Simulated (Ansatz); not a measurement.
Ansatz (a program for electronic structure) input (B3LYP-D3(BJ)/def2-TZVP):

Ansatz 0.2 input:
```yaml
crystal:
  periodic: [false, false, false]
  atoms:
    - {symbol: O, position_ang: [-0.37948535, -0.95316174, 0.00852868]}
    - {symbol: S, position_ang: [0.39868924, 0.35378773, 0.01835558]}
    - {symbol: O, position_ang: [-0.36378603, 1.51914972, -0.01696489]}
    - {symbol: O, position_ang: [1.77395373, 0.18790261, 0.06165537]}
    - {symbol: H, position_ang: [-1.34454869, -1.08988468, -0.01854176]}
basis:
  gaussian:
    orbitals: def2-TZVP
hamiltonian:
  xc: b3lyp
  dispersion: d3bj
total_charge: 1
relax: {f_tol: 0.002, max_steps: 150}
```

End of the output:

```
reference -16984.91611203 eV, -624.1841543276 hartree; 20, 20 occupied and 116, 116 virtual orbitals, 768 factors
relax step   8: F+E_penalty+E_count = -16985.06075394 eV  Δ(F+E_penalty+E_count) = -7.949e-7 eV  max|allowed force component| = 7.698e-4 eV/Å  Δτ_max = 0.0002 Å  (33 SCF iters, accepted)
integrals: 0.05 GiB planned
768 factors; their error is unknown
mean field: 0.45 GiB planned
mean field -16984.91594543 eV, -624.1841482052 hartree, gradient 1.4e-5 eV, S^2 0.000000; 1 other end points of the search recorded, 0 dependent functions left out
the calculation of the forces begins
reference -16984.91611203 eV, -624.1841543276 hartree; 20, 20 occupied and 116, 116 virtual orbitals, 768 factors
Total energy: -16985.06092054 eV, -624.1894759419 hartree
Atom 0 at    -0.332164    -1.009672     0.010819 Å, force     0.000242     0.000239     0.000093 eV/Å
Atom 1 at     0.386452     0.333333     0.018245 Å, force     0.000770    -0.000447    -0.000204 eV/Å
Atom 2 at    -0.427927     1.478054    -0.018409 Å, force    -0.000402     0.000063     0.000078 eV/Å
Atom 3 at     1.776715     0.173737     0.061765 Å, force     0.000080     0.000182     0.000074 eV/Å
Atom 4 at    -1.318253    -0.957657    -0.019386 Å, force    -0.000690    -0.000037    -0.000041 eV/Å
Dipole moment:    -0.590090    -0.330016    -0.014244 e Å
```

It need not be the lowest isomer of its formula.
